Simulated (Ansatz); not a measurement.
**SiCl4 (silicon tetrachloride): the energy to break a bond**

The species is SiCl4 (5 atoms), meant as a singlet with charge 0. As SMILES, `Cl[Si](Cl)(Cl)Cl`. The shape was relaxed beforehand at wB97X-V/def2-SVP.

```xyz
5

Cl   -0.9678   -0.0880    1.7718
Si    0.0100   -0.0147   -0.0083
Cl    1.6642   -1.1922    0.0785
Cl   -1.2187   -0.6805   -1.4840
Cl    0.5622    1.9016   -0.3996
```

Wanted: the dissociation energy of the Si2–Cl1 bond into doublet SiCl3 and doublet Cl (shapes relaxed at wB97X-V/def2-SVP, no zero-point term). 1 Eh = 2625.50 kJ/mol = 27.2114 eV. Totals in Eh; open shells run unrestricted unless said.

| level | program | SiCl4 | doublet SiCl3 | doublet Cl |
| --- | --- | --- | --- | --- |
| HF/def2-SVP | Ansatz | -2126.467634 | -1667.018459 | -459.319303 |
| CAM-B3LYP/def2-SVP | Ansatz | -2129.877034 | -1669.706107 | -460.004687 |
| B2PLYP/def2-SVP, 25 core orbitals frozen | Ansatz | -2129.110686 | -1669.099032 | -459.846821 |

Problem. Work out the dissociation energy at each level.

Solution. 
1. HF/def2-SVP: (-1667.018459) + (-459.319303) − (-2126.467634) = 0.129872 Eh = 341.0 kJ/mol = 3.53 eV.
2. CAM-B3LYP/def2-SVP: (-1669.706107) + (-460.004687) − (-2129.877034) = 0.166240 Eh = 436.5 kJ/mol = 4.52 eV.
3. B2PLYP/def2-SVP: (-1669.099032) + (-459.846821) − (-2129.110686) = 0.164833 Eh = 432.8 kJ/mol = 4.49 eV.

The levels span 341 to 436 kJ/mol; no measured value is set beside them. Hartree–Fock lacks the correlation of the electrons that are unpaired, so it comes out low. A bond enthalpy at 298 K also holds the loss of zero-point energy and thermal terms.
